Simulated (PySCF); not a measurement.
BrCl: script and output

File input.py (PySCF 2.14):

```python
from pyscf import gto, dft, tdscf

mol = gto.M(
    atom='Br 0 0 0; Cl 0 0 2.085',
    basis='6-31g*',
    charge=0,
    spin=0,
    verbose=4,
)
mf = dft.RKS(mol, xc='revtpss')
mf = mf.density_fit(auxbasis='def2-universal-jkfit')
mf.kernel()
td = tdscf.TDDFT(mf)
td.nstates = 6
td.kernel()
td.analyze()
mf.dip_moment()
print('orbital energies (hartree):', mf.mo_energy[..., max(0, mol.nelec[1]-3):mol.nelec[0]+3].round(4))
```

```bash
$ OMP_NUM_THREADS=1 python input.py
```

Output (some set-up lines removed):

```
PySCF version 2.14.0

[INPUT] Symbol           X                Y                Z      unit          X                Y                Z       unit  Magmom
[INPUT]  1 Br     0.000000000000   0.000000000000   0.000000000000 AA    0.000000000000   0.000000000000   0.000000000000 Bohr   0.0
[INPUT]  2 Cl     0.000000000000   0.000000000000   2.085000000000 AA    0.000000000000   0.000000000000   3.940078969718 Bohr   0.0

nuclear repulsion = 151.01220167741
number of shells = 20
number of NR pGTOs = 146
number of NR cGTOs = 50
basis = 6-31g*
ecp = {}

******** <class 'pyscf.df.df_jk.DFRKS'> ********
method = DFRKS
initial guess = minao
damping factor = 0
level_shift factor = 0
DIIS = <class 'pyscf.scf.diis.CDIIS'>
SCF conv_tol = 1e-09
SCF max_cycles = 50
XC functionals = revtpss

grids dens level: 3
Initial guess from minao.
tot grids = 39304
init E= -3032.29983730001
  HOMO = -0.280655536402568  LUMO = -0.149106676506521  gap/eV = 3.57963
cycle= 1 E= -3033.14967583261  delta_E= -0.85  |g|= 0.211  |ddm|= 1.81
  HOMO = -0.254363897639435  LUMO = -0.142784973892315  gap/eV = 3.03622
cycle= 2 E= -3033.14362899044  delta_E= 0.00605  |g|= 0.243  |ddm|= 0.417
  HOMO = -0.255729969534406  LUMO = -0.142540291854834  gap/eV = 3.08005
cycle= 3 E= -3033.15502261629  delta_E= -0.0114  |g|= 0.0613  |ddm|= 0.36
  HOMO = -0.258488365735218  LUMO = -0.143552756173277  gap/eV = 3.12756
cycle= 4 E= -3033.15636457334  delta_E= -0.00134  |g|= 0.0115  |ddm|= 0.106
  HOMO = -0.259703572847024  LUMO = -0.144604955850148  gap/eV = 3.13199
cycle= 5 E= -3033.15640486366  delta_E= -4.03e-05  |g|= 0.00248  |ddm|= 0.0154
  HOMO = -0.25929614760399  LUMO = -0.144149080160571  gap/eV = 3.13331
cycle= 6 E= -3033.15640677643  delta_E= -1.91e-06  |g|= 0.000178  |ddm|= 0.0039
  HOMO = -0.259290070818083  LUMO = -0.144147911437416  gap/eV = 3.13318
cycle= 7 E= -3033.15640678352  delta_E= -7.09e-09  |g|= 4.91e-05  |ddm|= 0.000207
  HOMO = -0.25929792615322  LUMO = -0.144156239333054  gap/eV = 3.13316
cycle= 8 E= -3033.15640678408  delta_E= -5.54e-10  |g|= 5.43e-06  |ddm|= 7.19e-05
  HOMO = -0.259297008477198  LUMO = -0.144155202453703  gap/eV = 3.13317
Extra cycle  E= -3033.15640678408  delta_E= -1.82e-12  |g|= 4.26e-06  |ddm|= 1.24e-05
converged SCF energy = -3033.15640678408

******** <class 'pyscf.tdscf.rks.CasidaTDDFT'> for <class 'pyscf.df.df_jk.DFRKS'> ********
nstates = 6 singlet
deg_eia_thresh = 1.000e-03
wfnsym = None
conv_tol = 1e-05
eigh lindep = 1e-12
eigh level_shift = 0
eigh max_cycle = 100

Excitation energies (eV)
[ 3.47990724  3.47990724  6.12615625  6.12615625 10.02084837 12.76266812]

** Singlet excitation energies and oscillator strengths **
Excited State   1:      3.47991 eV    356.29 nm  f=0.0001
      25 -> 27       -0.20087
      26 -> 27        0.67871
Excited State   2:      3.47991 eV    356.29 nm  f=0.0001
      25 -> 27        0.67871
      26 -> 27        0.20087
Excited State   3:      6.12616 eV    202.38 nm  f=0.0006
      23 -> 27       -0.47491
      24 -> 27       -0.52371
Excited State   4:      6.12616 eV    202.38 nm  f=0.0006
      23 -> 27        0.52371
      24 -> 27       -0.47491
Excited State   5:     10.02085 eV    123.73 nm  f=1.0545
      22 -> 27       -0.69109
Excited State   6:     12.76267 eV     97.15 nm  f=0.0766
      25 -> 28       -0.70522

** Transition electric dipole moments (AU) **
state          X           Y           Z        Dip. S.      Osc.
  1        -0.0368      0.0111      0.0000      0.0015      0.0001
  2        -0.0111     -0.0368     -0.0000      0.0015      0.0001
  3        -0.0596     -0.0246      0.0000      0.0042      0.0006
  4        -0.0246      0.0596      0.0000      0.0042      0.0006
  5        -0.0000      0.0000      2.0725      4.2953      1.0545
  6         0.0198     -0.4945      0.0000      0.2449      0.0766

** Transition velocity dipole moments (imaginary part, AU) **
state          X           Y           Z        Dip. S.      Osc.
  1        -0.0102      0.0031      0.0000      0.0001      0.0006
  2        -0.0031     -0.0102      0.0000      0.0001      0.0006
  3        -0.0051     -0.0021      0.0000      0.0000      0.0001
  4        -0.0021      0.0051      0.0000      0.0000      0.0001
  5        -0.0000      0.0000      0.7889      0.6223      1.1266
  6         0.0099     -0.2477      0.0000      0.0615      0.0874

** Transition magnetic dipole moments (imaginary part, AU) **
state          X           Y           Z
  1         0.0704      0.2335      0.0000
  2        -0.2335      0.0704      0.0000
  3         0.2954     -0.7150      0.0000
  4        -0.7150     -0.2954      0.0000
  5        -0.0000      0.0000     -0.0000
  6         1.3068      0.0522     -0.0000
Dipole moment(X, Y, Z, Debye): -0.00000, -0.00000, -0.42777
orbital energies (hartree): [-0.3577 -0.2593 -0.2593 -0.1442  0.2085  0.2519]
```

In short: E(SCF) = -3033.156407 Eh, 8 cycles, μz(SCF) = -0.43 D, first singlet excitations without spin–orbit coupling 3.48, 3.48, 6.13, 6.13, 10.02 eV.

Run time: 14 s on 1 thread of Intel Xeon 6975P-C (shared host).

Stability towards an unrestricted solution was not tested. The bond length is a typed value, not an optimised one.
